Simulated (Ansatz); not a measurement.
PbO: shapes and states compared

Program: Ansatz, Gaussian basis, development build. Basis cc-pwCVTZ-PP on Pb, cc-pVTZ on O, scalar-relativistic core potentials (60 electrons on Pb), no spin–orbit coupling, 5 orbitals frozen in the corrections; active space CAS(6,6). Restricted Hartree–Fock, then the lowest state-specific CASSCF solution met for each case. Coupled cluster stands on the determinant that it favours, not always the lowest RHF. Single-reference values can break down or jump between states where bonds are stretched. Unlike active orbitals can shift such differences by tenths of an eV, at times by over 1 eV.

Case A, singlet: bond length 2.2103 Å.

Case B, singlet: bond length 1.9220 Å.

Case C, triplet: bond length 1.9220 Å.

Energy less that of case A, in eV:

| case | RHF/ROHF | CASSCF | CCSD(T) |
| --- | --- | --- | --- |
| B | -1.471 | -0.839 | -0.760 |
| C | -0.885 | +2.039 | +1.994 |

Question: Give the SC-NEVPT2 energies against case A.

Answer: B: -0.707 eV (-16.3 kcal/mol); C: +1.996 eV (46.0 kcal/mol).

Question: Which case is lowest, and do the methods agree?

Answer: B is lowest in SC-NEVPT2. Of the methods shown, RHF/ROHF, CASSCF, CCSD(T) agree.
